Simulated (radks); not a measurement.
The numbers below are computed, except where a source is named.
Excited configurations of Cu3+: one electron is placed in a higher orbital outside [Ar] 3d7. The ground configuration is [Ar] 3d8. Code: a radial shooting solver on a logarithmic mesh with Libxc functionals. Model: scalar-relativistic Kohn-Sham, r2SCAN, spin-polarised, spherical densities, finite nucleus; open shells are filled with parallel spins first; meta-GGA in the generalised Kohn-Sham scheme; Fermi nuclear charge, rms radius 3.8823 fm. Excitation = E - E(ground); binding = E(ion) - E, where the ion is the core of charge +4; n* = 4/sqrt(2 binding) in atomic units, and the quantum defect is n - n*.

[
 {"outer orbital": "5s", "excitation (eV)": "37.096", "binding (eV)": "20.565", "n*": "3.254", "quantum defect": "1.746", "eigenvalue (eV)": "-18.497", "<r> (bohr)": "4.063"},
 {"outer orbital": "6s", "excitation (eV)": "45.585", "binding (eV)": "12.077", "n*": "4.246", "quantum defect": "1.754", "eigenvalue (eV)": "-10.930", "<r> (bohr)": "6.863"},
 {"outer orbital": "6p", "excitation (eV)": "47.102", "binding (eV)": "10.560", "n*": "4.540", "quantum defect": "1.460", "eigenvalue (eV)": "-9.502", "<r> (bohr)": "7.626"},
 {"outer orbital": "6d", "excitation (eV)": "49.462", "binding (eV)": "8.200", "n*": "5.153", "quantum defect": "0.847", "eigenvalue (eV)": "-7.308", "<r> (bohr)": "9.346"},
 {"outer orbital": "6f", "excitation (eV)": "51.391", "binding (eV)": "6.271", "n*": "5.892", "quantum defect": "0.108", "eigenvalue (eV)": "-5.552", "<r> (bohr)": "11.62"},
 {"outer orbital": "7p", "excitation (eV)": "50.532", "binding (eV)": "7.130", "n*": "5.526", "quantum defect": "1.474", "eigenvalue (eV)": "-6.446", "<r> (bohr)": "11.40"},
 {"outer orbital": "7d", "excitation (eV)": "51.872", "binding (eV)": "5.789", "n*": "6.132", "quantum defect": "0.868", "eigenvalue (eV)": "-5.195", "<r> (bohr)": "13.56"},
 {"outer orbital": "7f", "excitation (eV)": "53.032", "binding (eV)": "4.630", "n*": "6.857", "quantum defect": "0.143", "eigenvalue (eV)": "-4.133", "<r> (bohr)": "16.36"}
]

The Delta-SCF ionisation energy is 57.662 eV (NIST Atomic Spectra Database: 57.38 eV, semi-empirical). Self-interaction in the functional shifts the binding energies and quantum defects, so they are the method's values and not measured ones. Open shells are spherical and high-spin; term and fine-structure splittings are not resolved.
